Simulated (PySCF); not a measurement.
A survey of ²⁹Si NMR shifts

PySCF 2.14.0 with density-fitted response routines calculation with geometry: GFN2-xTB and σ from GIAO-PBE0/pcSseg-1; non-relativistic Hamiltonian, in vacuum, one conformer, fast rotation and ring inversion assumed for equivalent nuclei.

Shieldings were converted by a linear fit to measured shifts: ²⁹Si: δ = 279.94 − 0.822σ (rms 8.9 ppm, 72 shifts, 25.8 ppm with the 6 outliers that the fit left out vs TMS, solution or neat liquid). Occasional misses reach two or three times the rms, and more in compound classes unlike the fitted ones.

**Question.** Give the ²⁹Si shifts of `[SiH3]Oc1cncnn1`, `O=Cc1ncnn1[SiH3]`, `C=C(Cl)O[SiH3]`, `CC(C)OC(=O)[SiH2]S[SiH3]`, `C[Si](Cl)(Cl)[Si](Cl)(Cl)Cl`, `C=CO[SiH2]Cl`.

**Answer.** 
```csv
compound,environment,δ (ppm)
[SiH3]Oc1cncnn1,"silicon bonded to O, 3 H",-36.7
O=Cc1ncnn1[SiH3],"silicon bonded to N, 3 H",-47.7
C=C(Cl)O[SiH3],"silicon bonded to O, 3 H",-40.2
[CH3:1][CH:2]([CH3:3])[O:4][C:5](=[O:6])[SiH2:7][S:8][SiH3:9],"Si7: silicon bonded to C, S, 2 H",-47.1
[CH3:1][CH:2]([CH3:3])[O:4][C:5](=[O:6])[SiH2:7][S:8][SiH3:9],"Si9: silicon bonded to S, 3 H",-52.9
[CH3:1][Si:2]([Cl:3])([Cl:4])[Si:5]([Cl:6])([Cl:7])[Cl:8],"Si2: silicon bonded to C, 2 Cl, Si",12.0
[CH3:1][Si:2]([Cl:3])([Cl:4])[Si:5]([Cl:6])([Cl:7])[Cl:8],"Si5: silicon bonded to 3 Cl, Si",9.9
C=CO[SiH2]Cl,"silicon bonded to Cl, O, 2 H",-32.2
```
